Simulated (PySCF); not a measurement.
A structure optimised at PBE-D3(BJ)/def2-SVP, used in a PySCF frequency run:

```
Ga
Cl 1 2.1449
Br 1 2.2805 2 119.52
Br 1 2.2805 2 119.52 3 180.00
```
Charge 0, spin multiplicity 1.

Task: Write its SMILES, formula and point group.

Result: [Cl][Ga]([Br])[Br], Br₂ClGa, C2v

Task: What are its rotational constants (standard atomic weights)?

Result: 1.5579, 0.80299, 0.52987 GHz
